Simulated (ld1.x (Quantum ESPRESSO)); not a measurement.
## Mo: TM pseudisation with PBE, scalar-relativistic reference atom.

The input file (ld1.x (Quantum ESPRESSO) 7.5):

```
&input
   title='Mo', zed=42., rel=1, dft='PBE', iswitch=3,
   config='[Kr] 4d5 5s1 5p0',
   nld=3, rlderiv=4.55, eminld=-2.0, emaxld=5.0, deld=0.02
 /
 &inputp
   pseudotype=2, tm=.true., lloc=-1, rcloc=3.25,
   nlcc=.true.,
   file_pseudopw='Mo.UPF', file_wfcaegen='ae.wfc', file_wfcncgen='nc.wfc', file_beta='beta', file_chi='chi'
 /
3
5S  1  0   1.00   0.00  3.20  3.20  0.0
5P  2  1   0.00   0.00  4.20  4.20  0.0
4D  3  2   5.00   0.00  2.00  2.00  0.0
 &test
   configts(1)='4d5 5s1 5p0'
 /
```

Command:

```bash
ld1.x < Mo.in > Mo.out
```

The program printed (shortened: banner, matrices, multipoles, cross overlaps and the repeated all-electron block are left out):

```
Program LD1 v.7.5
     --------------------------- All-electron run ----------------------------

     Mo
     scalar relativistic calculation

     atomic number is 42.00
     dft =PBE   lsd =0 sic =0 latt =0  beta=0.20 tr2=1.0E-14
     Exchange-correlation= PBE
                           (   1   4   3   4   0   0   0)
     mesh =1229 r(mesh) = 100.71859 a.u. xmin = -7.00 dx = 0.01250
     1 Ry =  13.60569312 eV, c = 137.03599908

     n l     nl                  e(Ry)          e(Ha)          e(eV)
     1 0     1S 1( 2.00)     -1456.9408      -728.4704    -19822.6900
     2 0     2S 1( 2.00)      -205.7692      -102.8846     -2799.6323
     2 1     2P 1( 6.00)      -183.9502       -91.9751     -2502.7696
     3 0     3S 1( 2.00)       -35.0245       -17.5123      -476.5332
     3 1     3P 1( 6.00)       -27.8740       -13.9370      -379.2445
     4 0     4S 1( 2.00)        -4.7294        -2.3647       -64.3466
     4 1     4P 1( 6.00)        -2.8286        -1.4143       -38.4852
     3 2     3D 1(10.00)       -16.2417        -8.1208      -220.9794
     4 2     4D 1( 5.00)        -0.2758        -0.1379        -3.7528
     5 0     5S 1( 1.00)        -0.3003        -0.1502        -4.0863
     5 1     5P 1( 0.00)        -0.0767        -0.0383        -1.0434

     final scf error:  3.0E-18 reached in  30 iterations

     Etot =   -8097.243804 Ry,   -4048.621902 Ha, -110168.614337 eV

     Ekin =    8348.961097 Ry,    4174.480548 Ha,  113593.402581 eV
     Encl =  -19514.479581 Ry,   -9757.239791 Ha, -265508.020635 eV
     Eh   =    3315.195666 Ry,    1657.597833 Ha,   45105.534870 eV
     Exc  =    -246.920985 Ry,    -123.460493 Ha,   -3359.531153 eV

     normalization and overlap integrals

     s(1S/1S) =  1.000000  <r> =   0.0352  <r2> =    0.0017  r(max) =   0.0229
     s(2S/2S) =  1.000000  <r> =   0.1537  <r2> =    0.0279  r(max) =   0.1303
     s(2P/2P) =  1.000000  <r> =   0.1340  <r2> =    0.0219  r(max) =   0.1041
     s(3S/3S) =  1.000000  <r> =   0.4289  <r2> =    0.2107  r(max) =   0.3819
     s(3P/3P) =  1.000000  <r> =   0.4306  <r2> =    0.2158  r(max) =   0.3771
     s(4S/4S) =  1.000000  <r> =   1.1075  <r2> =    1.3914  r(max) =   0.9874
     s(4P/4P) =  1.000000  <r> =   1.2378  <r2> =    1.7597  r(max) =   1.0777
     s(3D/3D) =  1.000000  <r> =   0.4153  <r2> =    0.2074  r(max) =   0.3246
     s(4D/4D) =  1.000000  <r> =   1.9997  <r2> =    5.0758  r(max) =   1.3838
     s(5S/5S) =  1.000000  <r> =   3.5954  <r2> =   14.9208  r(max) =   2.9295
     s(5P/5P) =  1.000000  <r> =   5.3883  <r2> =   34.4647  r(max) =   4.1055

     ------------------------ End of All-electron run ------------------------

     --------------------- Generating NC pseudopotential ---------------------

      Generating local potential from pseudized AE potential:
      Matching radius rcloc =   3.2500

      Local pseudo, rcloc= 3.278 Estimated cut-off energy=     2.28 Ry

      Computing core charge for nlcc:

       r > 1.44 : true rho core
       r < 1.44 : rho core = a sin(br)/r    a=   6.80  b=   1.78

      Integrated core pseudo-charge :   7.87

      Wfc   5S  rcut= 3.197  Using Troullier-Martins method

      Wfc   5P  rcut= 4.209  Using Troullier-Martins method

      Wfc   4D  rcut= 1.988  Using Troullier-Martins method

     ------------------- End of pseudopotential generation -------------------

     Computing logarithmic derivative in   4.56583
     Computing logarithmic derivative in   4.56583
     Computing the partial wave expansion
     R is outside the sphere for l=    0 j= 0.00
     R is outside the sphere for l=    1 j= 0.00
     R is outside the sphere for l=    2 j= 0.00

     ---------------------- Testing the pseudopotential ----------------------

     Mo
     scalar relativistic calculation

     atomic number is 42.00   valence charge is  6.00
     dft =PBE   lsd =0 sic =0 latt =0  beta=0.20 tr2=1.0E-14
     mesh =1229 r(mesh) = 100.71859 xmin = -7.00 dx = 0.01250

     n l     nl             e AE (Ry)        e PS (Ry)    De AE-PS (Ry)
     3 2     4D   1( 5.00)       -0.27582       -0.27582        0.00000
     1 0     5S   1( 1.00)       -0.30034       -0.30034        0.00000
     2 1     5P   1( 0.00)       -0.07669       -0.07669        0.00000

     eps = 5.2E-15  iter =  5

     Etot =   -8097.243804 Ry,   -4048.621902 Ha, -110168.614337 eV
     Etotps =   -25.201027 Ry,     -12.600514 Ha,    -342.877444 eV

     Ekin =      17.914623 Ry,       8.957312 Ha,     243.740867 eV
     Encl =     -31.922936 Ry,     -15.961468 Ha,    -434.333676 eV
     Ehrt =      14.754716 Ry,       7.377358 Ha,     200.748144 eV
     Ecxc =     -14.966854 Ry,      -7.483427 Ha,    -203.634420 eV
     (Ecc =      -9.303591 Ry,      -4.651795 Ha,    -126.581803 eV)
     Epseu=     -10.980577 Ry,      -5.490288 Ha,    -149.398359 eV

     ---------------------- End of pseudopotential test ----------------------
```

Generation and configuration tests took about 1.5 s on one core of a shared server CPU.
